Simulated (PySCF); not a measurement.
PySCF 2.14 output of an unrestricted TPSS calculation on a single atom or ion in aug-cc-pVQZ-DK (7s6p4d3f2g, 84 functions), with scalar relativity by spin-free X2C-1e:

```
SCF conv_tol = 1e-09
number electrons alpha = 9  beta = 6
    J. Tao, J. P. Perdew, V. N. Staroverov, and G. E. Scuseria.,  Phys. Rev. Lett. 91, 146401 (2003)
    J. P. Perdew, J. Tao, V. N. Staroverov, and G. E. Scuseria.,  J. Chem. Phys. 120, 6898 (2004)
    J. Tao, J. P. Perdew, V. N. Staroverov, and G. E. Scuseria.,  Phys. Rev. Lett. 91, 146401 (2003)
    J. P. Perdew, J. Tao, V. N. Staroverov, and G. E. Scuseria.,  J. Chem. Phys. 120, 6898 (2004)
cycle= 1 E= -341.852493750507  delta_E= -0.00534  |g|= 0.029  |ddm|= 0.874
cycle= 2 E= -341.852775577436  delta_E= -0.000282  |g|= 0.00767  |ddm|= 0.304
cycle= 3 E= -341.852813958728  delta_E= -3.84e-05  |g|= 0.00153  |ddm|= 0.0722
cycle= 4 E= -341.852829768675  delta_E= -1.58e-05  |g|= 0.000547  |ddm|= 0.0474
cycle= 5 E= -341.852832089244  delta_E= -2.32e-06  |g|= 0.00021  |ddm|= 0.0183
cycle= 6 E= -341.852832514841  delta_E= -4.26e-07  |g|= 9.42e-06  |ddm|= 0.0141
cycle= 7 E= -341.852832515024  delta_E= -1.82e-10  |g|= 1.49e-06  |ddm|= 0.00035
converged SCF energy = -341.852832515024  <S^2> = 3.7546759  2S+1 = 4.0023372
```

The run itself started from symmetry-adapted Hartree-Fock orbitals and held the occupation by maximum overlap, on a logarithmic radial grid, so the iterations belong to that start.

Task: Which element, charge and spin multiplicity is this?

Result: P (phosphorus, neutral), multiplicity 4; the state was [Ne] 3s2 3p2 4s1, high-spin 4P determinant (an excited configuration).

The outer electron is Rydberg-like, and this basis confines it to a smaller radius and binds it less than a complete one would.
